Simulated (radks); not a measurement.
Trend from Mg3+ to Ar3+: ionisation energy by Delta-SCF between NIST ground configurations, and size. Method: non-relativistic Kohn-Sham, r2SCAN, spin-polarised, spherical densities, point nucleus; open shells are filled with parallel spins first; meta-GGA in the generalised Kohn-Sham scheme; computed with a radial shooting solver on a logarithmic mesh with Libxc functionals.

| species | configuration | IE (eV) | NIST (eV) | kind | -e(HOMO) (eV) | outermost | <r> outermost (bohr) | r at 0.001 e/bohr^3 (bohr) |
|---|---|---|---|---|---|---|---|---|
| Mg3+ | [He] 2s2 2p5 | 109.93 | 109.27 | semi-emp. | 95.424 (2p) | 2s | 0.674 | 2.02 |
| Al3+ | [Ne] | 121.61 | 119.99 | exp. | 105.74 (2p) | 2s | 0.623 | 1.96 |
| Si3+ | [Ne] 3s1 | 45.010 | 45.142 | exp. | 40.571 (3s) | 3s | 1.85 | 3.03 |
| P3+ | [Ne] 3s2 | 50.629 | 51.444 | exp. | 45.710 (3s) | 3s | 1.68 | 3.09 |
| S3+ | [Ne] 3s2 3p1 | 47.047 | 47.22 | semi-emp. | 41.045 (3p) | 3p | 1.66 | 3.10 |
| Cl3+ | [Ne] 3s2 3p2 | 53.536 | 53.2 | semi-emp. | 46.769 (3p) | 3p | 1.51 | 3.04 |
| Ar3+ | [Ne] 3s2 3p3 | 59.836 | 59.6 | semi-emp. | 52.392 (3p) | 3p | 1.39 | 2.95 |

Reference values: NIST Atomic Spectra Database (exp. = measured, semi-emp. = semi-empirical, theory = theoretical value adopted there). Open shells are spherical and high-spin; term and fine-structure splittings are not resolved.
